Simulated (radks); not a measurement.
Problem. The table gives one normalised radial function P(r) = r R(r) of Ar+ in [Ne] 3p5 3d2 (r in bohr). Method: non-relativistic Kohn-Sham, XLYP, spin-unpolarised, spherical densities, point nucleus; computed with a radial shooting solver on a logarithmic mesh with Libxc functionals.

r,P
0.004668,0.0000
0.006029,0.0000
0.007788,0.0000
0.01006,0.0000
0.01289,0.0000
0.01665,0.0001
0.02151,0.0002
0.02779,0.0003
0.0359,0.0007
0.04637,0.0014
0.0599,0.0029
0.07737,0.0057
0.09995,0.0109
0.1291,0.0204
0.1654,0.0362
0.2137,0.0629
0.2761,0.1047
0.3566,0.1657
0.4606,0.2480
0.595,0.3489
0.7686,0.4582
0.9929,0.5585
1.283,0.6242
1.657,0.6330
2.14,0.5820
2.743,0.4870
3.543,0.3607
4.576,0.2293
5.911,0.1192
7.636,0.0467

Which n and l does it have? It may be an empty orbital.

Solution. n = 3, l = 2: the number of nodes gives n - l - 1 = 0, the rise at small r (about r^(l+1)) gives l, and the extent must fit the shell. The curve is that of 3d. 3d: eigenvalue -7.188 eV, 0 radial nodes, <r> = 2.28 bohr, 90 % of the charge inside 3.92 bohr.
